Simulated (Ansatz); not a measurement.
Basis-set extrapolation for CH3BOS, SMILES `OB1CS1` (PBE0-D4/def2-TZVP geometry, frozen core, Ansatz). Multiplicity 1, RHF reference.

```json
{"": "HF", "def2-TZVPP": "-536.807453", "def2-QZVPP": "-536.824881"}
{"": "MP2 correlation", "def2-TZVPP": "-0.672802", "def2-QZVPP": "-0.724299"}
{"": "CCSD(T) correlation", "def2-TZVPP": "-0.730642", "def2-QZVPP": "not run"}
```

Energies in hartree. Use E(X) = E(∞) + A·exp(−7.88·√X) for Hartree–Fock and E(X) = E(∞) + B·X^(−2.97) for correlation, with X = 3 and 4, and add CCSD(T) minus MP2 of the smaller set to the MP2 limit.

Problem. What is the CCSD(T) energy at the basis-set limit?

Solution. HF limit: -536.824881 + (-0.017428) × 0.13774 = -536.82728. MP2 limit: -0.724299 + (-0.051497) × 0.74074 = -0.76244. Higher-order term: -0.730642 − (-0.672802) = -0.05784. Total: -537.64756 hartree, 2.98 eV below CCSD(T)/def2-TZVPP.
